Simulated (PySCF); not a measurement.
**Fractional electron number in Cr- (chromium, charge -1)**

The 4s beta orbital of [Ar] 3d5 4s2 is emptied in steps (occupation f), with all orbitals relaxed, ending at [Ar] 3d5 4s1. All numbers are calculated (PySCF 2.14, no relativity, point nucleus, in def2-TZVPPD). The exact energy is a straight line in f; departures are measured from the line between the end points of the same method.

```json
{"f": "1", "BHandHLYP (eV)": "0.000"}
{"f": "0.9", "BHandHLYP (eV)": "-0.099"}
{"f": "0.7", "BHandHLYP (eV)": "-0.234"}
{"f": "0.5", "BHandHLYP (eV)": "-0.281"}
{"f": "0.3", "BHandHLYP (eV)": "-0.238"}
{"f": "0.1", "BHandHLYP (eV)": "-0.101"}
{"f": "0", "BHandHLYP (eV)": "0.000"}
```

**Question.** For BHandHLYP, how does the orbital energy at f = 1 compare with the removal energy?

**Answer.** −ε = -0.811 eV against a total-energy difference of 0.288 eV. By Janak's theorem ε = ∂E/∂f, so the gap between them reflects the curvature. Along the path −ε is -0.600 (f = 0.9), -0.169 (f = 0.7), 0.274 (f = 0.5), 0.735 (f = 0.3), 1.206 (f = 0.1) eV.

At f = 1 the orbital energy is positive for BHandHLYP: only the finite basis holds the electron.

Reference removal energy between the ground levels: 0.676 eV (measured; photodetachment measurements, as compiled on the Wikipedia data page of electron affinities).
